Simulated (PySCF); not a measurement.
**WBr: input and log**

State: ⁶Σ⁺ (sextet), unpaired electrons σ ↑, π ↑↑, δ ↑↑.

An equivalent input (the run itself took its basis sets from the Basis Set Exchange, started from a PBE0 density and held the occupation σ 11α 10β, πx 6α 5β, πy 6α 5β, δx 2α 1β, δy 2α 1β):

```python
from pyscf import gto, dft
mol = gto.M(atom='W 0 0 0; Br 0 0 2.432', basis={'W': 'def2-TZVPPD', 'Br': 'def2-TZVPPD'}, ecp={'W': 'def2-TZVPPD'},
            charge=0, spin=5, verbose=4, symmetry='C2v')
mf = dft.UKS(mol, xc='PW91,PW91')
mf.grids.atom_grid = (80, 434)
mf.grids.prune = dft.gen_grid.treutler_prune
mf.irrep_nelec = {'A1': (13, 11), 'A2': (2, 1), 'B1': (6, 5), 'B2': (6, 5)}
mf.conv_tol = 1e-9
mf.max_cycle = 60
mf.diis_space = 10
mf.kernel()
```

The log (some set-up lines and the per-cycle HOMO/LUMO lines removed):

```
******** <class 'pyscf.dft.uks_symm.SymAdaptedUKS'> ********
method = SymAdaptedUKS
damping factor = 0
level_shift factor = 0
DIIS = <class 'pyscf.scf.diis.CDIIS'>
diis_start_cycle = 1
diis_space = 10
diis_damp = 0
SCF conv_tol = 1e-09
SCF conv_tol_grad = None
SCF max_cycles = 60
number electrons alpha = 27  beta = 22
Set gradient conv threshold to 3.16228e-05
init E= -2641.39306447329
cycle= 1 E= -2641.39510707611  delta_E= -0.00204  |g|= 0.0524  |ddm|= 0.173
cycle= 2 E= -2641.39136536382  delta_E= 0.00374  |g|= 0.0956  |ddm|= 0.141
cycle= 3 E= -2641.39584122221  delta_E= -0.00448  |g|= 0.0177  |ddm|= 0.115
cycle= 4 E= -2641.3960500443  delta_E= -0.000209  |g|= 0.00276  |ddm|= 0.0233
cycle= 5 E= -2641.39605354515  delta_E= -3.5e-06  |g|= 0.000602  |ddm|= 0.00358
cycle= 6 E= -2641.39605373157  delta_E= -1.86e-07  |g|= 0.000121  |ddm|= 0.000765
cycle= 7 E= -2641.39605374015  delta_E= -8.57e-09  |g|= 3.13e-05  |ddm|= 0.000197
cycle= 8 E= -2641.39605374086  delta_E= -7.13e-10  |g|= 9.13e-06  |ddm|= 5.98e-05
Extra cycle  E= -2641.39605374055  delta_E= 3.06e-10  |g|= 2.35e-05  |ddm|= 4.07e-05
converged SCF energy = -2641.39605374055  <S^2> = 8.7629145  2S+1 = 6.0043033
```

Repeating this along the bond gives Re = 2.425 Å and ωe = 253 cm⁻¹.

A point of this curve took 3.3 CPU seconds beside 1.6 for the integrals, on Arm Neoverse V1 (shared host).

Spin–orbit coupling is left out. The state is the lowest single determinant that the PBE0 search found; with open d or f shells the true ground state can be another one.
